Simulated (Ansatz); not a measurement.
CH7BGaNO, SMILES `C[BH][Ga]([NH2])[OH]`. Total charge 0; spin multiplicity 1. The structure was optimised at the PBE0-D4/def2-TZVP level. It is one conformer, not always the lowest.

```xyz
12

C    -1.039   -2.015    0.125
B     0.070   -1.085    0.683
Ga    0.257    0.919    0.137
N     1.565    1.694   -0.872
O    -1.008    2.074    0.702
H    -1.937   -1.529   -0.256
H    -1.308   -2.846    0.783
H    -0.547   -2.482   -0.749
H     0.889   -1.565    1.419
H     1.562    2.656   -1.169
H     2.341    1.191   -1.265
H    -0.845    2.988    0.462
```

(1) What is the dipole moment at PBE/def2-TZVPP? (An estimate is asked.)

(2) And with r2SCAN, B3LYP, ωB97M-V? (Best estimate.)

(3) Give the Mulliken charges with PBE, B3LYP, r2SCAN in def2-TZVPP. (Estimate.)

## Answers

(1) Ansatz gave: 1.91 D, with components (1.14, -0.62, -1.40) D in this frame, pointing from negative to positive charge.

(2) Computed: r2SCAN 1.94 D, B3LYP 1.95 D, ωB97M-V 1.94 D.

(3) The calculation gave: 
| atom | PBE | B3LYP | r2SCAN |
| --- | --- | --- | --- |
| C1 | -0.30 | -0.29 | -0.20 |
| B2 | 0.06 | 0.10 | 0.10 |
| Ga3 | 0.22 | 0.26 | 0.32 |
| N4 | -0.38 | -0.40 | -0.45 |
| O5 | -0.39 | -0.44 | -0.46 |
| H6 | 0.11 | 0.11 | 0.07 |
| H7 | 0.11 | 0.11 | 0.07 |
| H8 | 0.11 | 0.09 | 0.07 |
| H9 | 0.03 | 0.05 | 0.01 |
| H10 | 0.13 | 0.12 | 0.14 |
| H11 | 0.14 | 0.13 | 0.15 |
| H12 | 0.16 | 0.16 | 0.17 |

B3LYP here is the variant with VWN-RPA as its local correlation; programs differ in this.
